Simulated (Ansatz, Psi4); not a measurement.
## BF3 (boron trifluoride): a line through the functionals

BF3: 4 atoms, total charge 0, spin state singlet. As SMILES, `FB(F)F`. The coordinates come from a PBE0-D4/def2-TZVP relaxation.

The vertical ionisation energy (to the doublet cation) y, in eV, basis aug-cc-pVDZ; a is the functional's share of exact exchange. Programs: Ansatz 0.2.0, Psi4 1.11.

| functional | program | a | y (eV) |
| --- | --- | --- | --- |
| PBE | Psi4 | 0 | 14.49 |
| revPBE | Psi4 | 0 | 14.40 |
| TPSSh | Psi4 | 0.1 | 14.84 |
| B3LYP | Psi4 | 0.2 | ? |
| r2SCAN0 | Ansatz | 0.25 | 15.58 |
| PBE0 | Psi4 | 0.25 | 15.32 |
| BHLYP | Psi4 | 0.5 | 16.06 |

Problem. Fit y = c + s·a to the known rows and predict B3LYP.

Solution. 
1. Means of the 6 rows: a = 0.1833, y = 15.115.
2. Σ(Δa)² = 0.18333, Σ(Δa·Δy) = 0.6125, so the slope is 0.6125/0.18333 = 3.341.
3. Intercept: 15.115 − (3.341) × 0.1833 = 14.503. The largest residual of the fit is 0.24.
4. B3LYP: 14.503 + (3.341) × 0.2 = 15.17 eV.

The run gave 15.26 eV, so the prediction is off by -0.09 eV, within the largest residual. The rows mix families of semi-local functionals, which the line can't see.
